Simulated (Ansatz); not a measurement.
System: CH₄Al (charge 0, doublet). It need not be the lowest isomer of its formula. 
Structure (B3LYP-D3(BJ)/def2-TZVP (Ansatz, an electronic-structure program) minimum search):
SMILES: [CH3][AlH]
```xyz
6

Al    -0.1553    -0.7257    -0.2821
C      0.3902     1.0380     0.4148
H     -0.0854     1.2043     1.3877
H      0.0248     1.8209    -0.2590
H      1.4665     1.1625     0.5334
H     -1.7285    -0.9816    -0.4832
```
Charge 0, spin multiplicity 2.

Total electronic energies in hartree. Cores are frozen in the correlated levels unless marked. UHF or UKS for open shells. No spin-orbit coupling. No relativistic terms. Basis-set limits of correlation are two-point, X^-3; Hartree-Fock from the larger set. The bracket is a focal-point correction in the basis named.

```
level                                                                             program  energy (Eh)
-------------------------------------------------------------------------  --------------  -----------
HF/def2-TZVPP                                                                      Ansatz   -282.09588
BLYP-D3(BJ)/def2-TZVPD                                                     Ansatz + dftd3   -282.89260
BLYP/def2-TZVPD                                                                    Ansatz   -282.88611
revPBE-D3(BJ)/def2-TZVPD                                                   Ansatz + dftd3   -282.85382
PBE0/6-31G*                                                                        Ansatz   -282.70160
LC-wPBE-D3(BJ)/def2-TZVPD                                                  Ansatz + dftd3   -282.80298
LC-wPBE/def2-TZVPD                                                                 Ansatz   -282.80020
MP2/def2-TZVPP                                                                     Ansatz   -282.34017
RI-MP2/CBS(aug-cc-pV(T+d)Z,aug-cc-pV(Q+d)Z)                                        Ansatz    -282.3762
SCS-MP2/cc-pV(D+d)Z                                                                Ansatz   -282.28328
CCSD/6-31G*                                                                        Ansatz   -282.25497
CCSD(T)/cc-pV(D+d)Z                                                                Ansatz   -282.31406
CCSD(T)/def2-SVP                                                                   Ansatz   -282.19992
RI-MP2/CBS(cc-pV(T+d)Z,cc-pV(Q+d)Z)+[CCSD(T)-MP2]/cc-pV(D+d)Z                      Ansatz    -282.4128
RI-MP2/CBS(aug-cc-pV(T+d)Z,aug-cc-pV(Q+d)Z)+[CCSD(T)-MP2]/aug-cc-pV(T+d)Z          Ansatz    -282.4135
```

Totals of different functionals don't rank their quality; only differences between species are comparable.
